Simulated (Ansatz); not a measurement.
[AgCl4]- (AgCl4⁻) was relaxed with r2SCAN-D4 (def2-SVPD) in Ansatz in these states: charge -1 singlet, charge -1 triplet. The geometries follow in no particular order.

In the def2 sets Ag takes a core potential; there is no spin–orbit coupling.

A:

```xyz
5

Ag    0.000    0.000    0.000
Cl   -0.382   -2.401    0.176
Cl   -2.042    0.417    1.263
Cl    0.381    2.401   -0.176
Cl    2.043   -0.417   -1.263
```

B:

| atom | x (Å) | y (Å) | z (Å) |
| --- | --- | --- | --- |
| Ag1 | 0.000 | 0.000 | 0.000 |
| Cl2 | -2.326 | -0.074 | 0.262 |
| Cl3 | -0.258 | 1.321 | -1.915 |
| Cl4 | 2.325 | 0.074 | -0.262 |
| Cl5 | 0.259 | -1.321 | 1.916 |

Task: Judge from the bond lengths which geometry belongs to which state (an estimate).

Result: A is the charge -1 triplet (Ag1–Cl4 2.437 Å, Ag1–Cl3 2.437 Å, Ag1–Cl5 2.437 Å); B is the charge -1 singlet (Ag1–Cl4 2.341 Å, Ag1–Cl3 2.341 Å, Ag1–Cl5 2.341 Å).

At PBE0-D4/def2-TZVPD a singlet lies 1.13 eV below the charge -1 triplet.
